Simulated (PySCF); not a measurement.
GeO, optimised at PBE0/def2-TZVP:

```xyz
2

O      0.0037    -0.5981     0.5482
Ge    -0.0037     0.5981    -0.5482
```

Energies from PySCF (xtb for GFN2), thermal terms from the rigid-rotor harmonic-oscillator model, ideal gas at 1 bar. 6-31G* has spherical d functions here. All species are closed-shell singlets. B3LYP is the form with VWN-RPA correlation. Ge: all electrons, no relativistic terms.

**Question.** List the harmonic frequencies (cm⁻¹, unscaled) at this level and at the other levels, each on its own geometry.

**Answer.** 
- PBE0/def2-TZVP: 1029
- B3LYP/6-31G*: 995
- GFN2-xTB: 964
- HF/6-31G*: 1138
- PBE/def2-SVP: 964
